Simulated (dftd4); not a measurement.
C$_{5}$H$_{14}$O$_{2}$Si, singlet, geometry from GFN2-xTB; dftd4 4.2.0 with D4 for bp86.

Input for dftd4:
```
$ dftd4 mol.xyz --func bp86 --charge 0 --json dftd4.json --noedisp --grad

# file mol.xyz
22

Si     0.06040446    -1.08594883     0.38606656
C     -0.64661609    -2.37946835    -0.80038166
O     -1.00725902     0.02071514     0.92308330
C     -1.84190591     0.89365459     0.20669717
C     -2.49410824     1.87533876     1.16934257
O      1.27231125    -0.44787467    -0.49246647
C      2.07923318     0.65568265    -0.17519698
C      2.59971576     1.29363643    -1.45504093
H      0.46998101    -1.57966187     1.69511181
H     -0.90975952    -1.95168858    -1.76405433
H     -1.54172500    -2.82251161    -0.37599970
H      0.06182869    -3.17971676    -0.98123172
H     -1.25737982     1.43578200    -0.54742763
H     -2.61076608     0.31085247    -0.31551604
H     -3.07225218     1.33297061     1.91251508
H     -3.15104801     2.54962564     0.62632650
H     -1.73192187     2.45576867     1.68289606
H      1.50612180     1.38509934     0.40935889
H      2.91641887     0.31085366     0.44385534
H      1.76898744     1.64375273    -2.06274217
H      3.24548671     2.13448130    -1.21660037
H      3.16203580     0.56188788    -2.02887932
```

Problem. Predict the main parts of the log of this dftd4 run.

Solution. 
```
                    ____  _____ _____     ____  _  _
      -------------|  _ \|  ___|_   _|---|  _ \| || |------------
     |             | | | | |_    | | ___ | | | | || |_           |
     |             | |_| |  _|   | ||___|| |_| |__   _|          |
     |             |____/|_|     |_|     |____/   |_|            |
     |             ===================================           |
     |            E. Caldeweyher, S. Ehlert & S. Grimme          |
     |          Mulliken Center for Theoretical Chemistry        |
     |                    University of Bonn                     |
      -----------------------------------------------------------

Rational (Becke-Johnson) damping: bp86-D4-ATM
---------------------
  s6         1.0000
  s8         3.3550
  s9         1.0000
  a1         0.4365
  a2         4.9241
 alp        16.0000
--------------------

Dispersion energy:      -2.3411250834124E-02 Eh

Gradient norm:           1.3258407764381E-03 Eh/a0
--------------------------------------------------
     #    Z           dE/dx      dE/dy      dE/dz
--------------------------------------------------
     1   14 Si    6.753E-05 -4.026E-04  1.673E-04
     2    6 C    -9.455E-05 -5.126E-04 -1.517E-04
     3    8 O    -2.447E-04  4.421E-05  2.663E-04
     4    6 C    -2.832E-04  9.044E-05  3.592E-05
     5    6 C    -3.679E-04  3.561E-04  1.446E-04
     6    8 O     3.558E-04 -6.922E-05 -5.086E-05
     7    6 C     2.429E-04 -2.600E-05  9.304E-05
     8    6 C     4.057E-04  2.883E-04 -2.604E-04
     9    1 H    -2.264E-05 -3.598E-05 -1.221E-05
    10    1 H    -2.485E-05 -1.468E-04 -7.739E-05
    11    1 H    -2.136E-05 -1.334E-04 -4.737E-05
    12    1 H    -2.945E-05 -1.012E-04 -4.260E-05
    13    1 H    -1.603E-04  9.336E-05  3.553E-05
    14    1 H    -1.156E-04  8.321E-05  2.889E-05
    15    1 H    -6.949E-05  7.140E-05  3.520E-05
    16    1 H    -5.931E-05  6.383E-05  1.971E-05
    17    1 H    -9.366E-05  9.022E-05  4.877E-05
    18    1 H     1.544E-04  2.878E-05 -2.976E-05
    19    1 H     1.092E-04  3.071E-05 -1.525E-05
    20    1 H     1.155E-04  7.955E-05 -9.156E-05
    21    1 H     6.199E-05  5.416E-05 -4.159E-05
    22    1 H     7.390E-05  5.341E-05 -5.457E-05
--------------------------------------------------

Virial:
--------------------------------------------------
      component           x          y          z
--------------------------------------------------
          x       1.146E-02 -3.060E-04 -3.654E-03
          y      -3.060E-04  9.071E-03  1.201E-03
          z      -3.654E-03  1.201E-03  3.091E-03
--------------------------------------------------

[Info] Dispersion results written to 'dftd4.txt'
[Info] JSON dump of results written to 'dftd4.json'
```
